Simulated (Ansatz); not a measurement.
Cost and result for the atomization energy of C3H7OSb, SMILES `[CH3][SbH][C](C)=O` (12 atoms, 11 bonds).

```csv
atom,x (Å),y (Å),z (Å)
C1,-2.332,0.195,0.024
Sb2,-0.633,0.300,-1.286
C3,0.806,0.232,0.428
C4,2.243,-0.034,0.085
O5,0.426,0.435,1.545
H6,-1.953,0.093,1.042
H7,-2.913,1.112,-0.063
H8,-2.957,-0.658,-0.237
H9,-0.468,-1.394,-1.480
H10,2.850,-0.105,0.990
H11,2.612,0.778,-0.549
H12,2.320,-0.955,-0.499
```

The species carries charge 0 and has multiplicity 1. Correlated methods include outer-core shells of Sb, which these sets cover unevenly. Sb: def2 effective core potential. All single points use the PBE0-D4/def2-TZVP geometry. It is one conformer, not always the lowest. Program: Ansatz. All runs use 4 threads of an Arm Neoverse V1 on a shared host. Times are those of one run each, without the atoms' runs, and a repeat can differ threefold. Electronic energies, without spin–orbit coupling; frozen cores. CCSD(T)/CBS adds CCSD(T) − MP2 in def2-TZVPP to the MP2 limit, and its time is that of the two runs behind it. T1 = 0.015. With those shells the extrapolation isn't a true limit. B3LYP takes the VWN-RPA correlation (the form of Gaussian; ORCA's B3LYP/G).

CCSD(T)/CBS is a level of theory with its own doubt, some kJ/mol a heavy atom from the limit and from the frozen cores, so smaller differences don't rank the functionals.

```
                             level  functions  wall time  atomization (kJ/mol)  difference from CCSD(T)/CBS  per bond
   PBE-D4/def2-TZVPP (with forces)        272      3.9 s                4545.0                        119.8      10.9
                PBE0-D4/def2-TZVPP        272      5.5 s                4435.7                         10.5       1.0
r2SCAN-D4/def2-TZVPP (with forces)        272      7.5 s                4433.2                          8.0       0.7
 B3LYP-D4/def2-TZVPP (with forces)        272        8 s                4439.4                         14.2       1.3
                 B2PLYP/def2-TZVPP        272       11 s                4377.2                        -48.0      -4.4
                ωB97X-V/def2-TZVPP        272       12 s                4437.7                         12.5       1.1
  ωB97M-V/def2-TZVPP (with forces)        272       19 s                4422.6                         -2.6      -0.2
                    MP2/def2-QZVPP        520       56 s                4422.1                         -3.1      -0.3
                CCSD(T)/def2-TZVPP        272    7.9 min                4305.9                       -119.3     -10.9
                 CCSD(T)/CBS(def2)          –    8.9 min                4425.2                          0.0       0.0
```

In def2-TZVPP, CCSD(T) changes the Hartree–Fock value by +1195.8 kJ/mol (the triples alone add +79.4 kJ/mol) and MP2 by +1241.3 kJ/mol; breaking electron pairs costs correlation energy, which Hartree–Fock lacks. The D4 term adds +42.8 kJ/mol with B3LYP and +22.4 kJ/mol with PBE0; it sums over pairs of atoms, weighted by their polarisabilities, and B3LYP, whose exchange is more repulsive, gets the larger term. From PBE to PBE0 (25 % exact exchange), in def2-TZVPP and without D4, the atomization energy moves by −105.2 kJ/mol: exact exchange takes away binding that semilocal exchange gives to molecules.
